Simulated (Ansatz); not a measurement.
`[SiH3][GeH2][SiH2][GeH2][SiH2][GeH3]`. Charge 0, multiplicity 1. Correlated methods include outer-core shells of Ge, which these sets cover unevenly. Scalar relativity is left out up to krypton.

Z-matrix (Å, degrees):
```
Si
Ge 1 2.380
H 1 1.487 2 109.8
H 1 1.486 2 109.8 3 119.7
H 1 1.486 2 110.9 3 -120.0
Si 2 2.383 1 113.5 3 -175.6
H 2 1.542 1 108.1 3 -54.1
H 2 1.542 1 109.4 3 62.3
Ge 6 2.381 2 110.7 1 -81.1
H 6 1.489 2 109.3 1 39.3
H 6 1.489 2 109.5 1 157.6
Si 9 2.380 6 109.9 2 52.5
H 9 1.541 6 109.3 2 -68.6
H 9 1.541 6 109.9 2 173.1
Ge 12 2.379 9 109.2 6 52.5
H 12 1.488 9 108.9 6 -67.3
H 12 1.489 9 110.9 6 173.6
H 15 1.539 12 109.8 9 68.7
H 15 1.539 12 110.1 9 -50.0
H 15 1.538 12 111.8 9 -170.6
```

Question: Give the diagnostics of a CCSD(T)/def2-TZVPP run (frozen core, Ansatz). (An estimate is asked.)

Answer: Ansatz gave: T1 = 0.0126, largest single amplitude 0.019, largest double 0.015, (T) share of the correlation energy 3.6 %, 8 CCSD cycles. The RHF solution is stable towards an unrestricted one. T1 lies under the customary mark of 0.02 for closed shells.
